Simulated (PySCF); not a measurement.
# One molecule, several mistakes: AlClGeH3O cation

These are calculations, not measurements. The program is PySCF 2.14.0, an open-source quantum chemistry code, run on an isolated molecule that a program drew, which may never have been made. The molecule is AlClGeH3O cation (charge +1, singlet), drawn as the SMILES string `[OH][AlH][GeH+][Cl]`.

Each row is a Hartree-Fock (HF) and frozen-core CCSD(T) single point in the cc-pV(D+d)Z basis, meant for a local HF minimum. Run 1 is clean. Each other run has one planted mistake out of seven kinds, and not every kind appears here: one electron removed, one electron added, multiplicity raised by two, geometry at a saddle point, minimal basis STO-3G, one bond length entered in bohr, all coordinates scaled. The reference is restricted for singlets and unrestricted otherwise, and also for a bond in bohr. Adding or removing an electron swaps singlet and doublet. Electrons count all cores. HOMO and LUMO are orbital energies over both spins, the gradient is its largest component, and the lowest frequency (negative if imaginary) is given only where the gradient is small. Bond lengths are over the 6 bonds as drawn. T1 is the CCSD diagnostic: over 0.02 (restricted) or 0.045 (unrestricted) a single reference is doubtful. Germanium has the cc-pVDZ-PP basis, with a core potential (ECP10MDF) in place of its 10 inner electrons, and its 3s, 3p and 3d shells are frozen in CCSD(T).

Geometry of the clean run:
```xyz
7
AlClGeH3O cation, angstrom
O    -1.5924   -0.5505    0.3273
Al   -0.3503   -0.9308   -0.6890
Ge    1.1655    1.1075   -0.1503
Cl    1.2646    2.6836   -1.5325
H    -2.4462   -0.8580    0.5912
H     0.0965   -1.9943   -1.7194
H     1.9785    1.5357    1.0655
```

```
run,electrons,basis functions,<S^2>,HOMO (eV),LUMO (eV),gradient (hartree/bohr),lowest frequency (cm^-1),mean bond (Å),longest bond (Å),T1,HF (hartree),CCSD(T) (hartree),mistake
1,72,98,0.000,-16.01,-5.21,1.8e-05,26,1.7267,2.597,0.0172,-1071.25205,-1071.75914,no fault
2,72,98,0.000,-15.98,-5.24,1.1e-02,-,1.7457,2.625,0.0177,-1071.25124,-1071.75970,all coordinates scaled
3,73,98,0.770,-6.73,1.04,4.2e-02,-,1.7267,2.597,0.0156,-1071.47077,-1071.98580,one electron added
4,72,98,0.763,-15.96,-5.68,3.9e-02,-,1.8669,2.597,0.0770,-1071.09507,-1071.60276,?
```

**Which mistake was planted in run 4, and what did it cost?**

The mean bond changes by a factor of 1.081 and the longest by 1.000, so the molecule wasn't scaled as a whole. A length L in bohr read as angstrom grows by (1/0.5292 - 1) L = 0.890 L. The 6 bonds together grew by 6 x 0.1402 = 0.841 Å, which gives L = 0.945 Å. That is bond O1-H5, 0.945 Å in the clean geometry. So the mistake is: one bond length entered in bohr. Subtracting run 1 and multiplying by 627.51 kcal/mol a hartree, the energy moved by 98.5 kcal/mol in HF and 98.1 kcal/mol in CCSD(T).

Cautions from the logs. Run 4: T1 is over the limit, so its CCSD(T) energy is less reliable.
